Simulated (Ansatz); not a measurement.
`B[SiH2]B[SiH2]C` + `N[SiH2]F` → `B[SiH2]N[SiH2]F` + `B[SiH2]C`  (cleavage of the Si–B bond)

Calculated with Ansatz (gas phase, PBE0-D4/def2-TZVP geometries, no zero-point term in ΔE). CCSD(T)/CBS adds triple-zeta CCSD(T) − MP2 to the extrapolated MP2 energy (def2 sets, frozen cores). Functionals use def2-TZVPP. B3LYP here is the variant with VWN-RPA as its local correlation; programs differ in this. One conformer a species, not always the lowest.

```
             level  ΔE (kcal/mol)  difference from CCSD(T)/CBS
            PBE-D4           -5.6                          4.4
         r2SCAN-D4           -8.6                          1.4
           PBE0-D4           -7.5                          2.5
          B3LYP-D4           -9.5                          0.5
           ωB97X-V          -10.9                         -0.9
           ωB97M-V          -11.8                         -1.8
            B2PLYP          -10.4                         -0.4
               PBE           -5.2                          4.8
            r2SCAN           -8.7                          1.3
              PBE0           -7.3                          2.7
             B3LYP           -8.8                          1.2
     HF/def2-TZVPP          -11.9                         -1.9
    MP2/def2-TZVPP          -12.2                         -2.2
SCS-MP2/def2-TZVPP          -12.5                         -2.5
   CCSD/def2-TZVPP          -10.5                         -0.5
CCSD(T)/def2-TZVPP          -10.3                         -0.3
     HF/def2-QZVPP          -12.1                         -2.1
    MP2/def2-QZVPP          -12.1                         -2.1
SCS-MP2/def2-QZVPP          -12.4                         -2.4
      HF/CBS(def2)          -12.1                         -2.1
     MP2/CBS(def2)          -11.9                         -1.9
    CCSD/CBS(def2)          -10.3                         -0.3
       CCSD(T)/CBS          -10.0                            0
```

Largest T1 diagnostic among the species: 0.015.

From PBE to PBE0 (25 % exact exchange), in def2-TZVPP and without D4, ΔE moves by −2.1 kcal/mol. The D4 term adds −0.7 kcal/mol with B3LYP and −0.2 kcal/mol with PBE0; it sums over pairs of atoms, weighted by their polarisabilities, and B3LYP, whose exchange is more repulsive, gets the larger term.
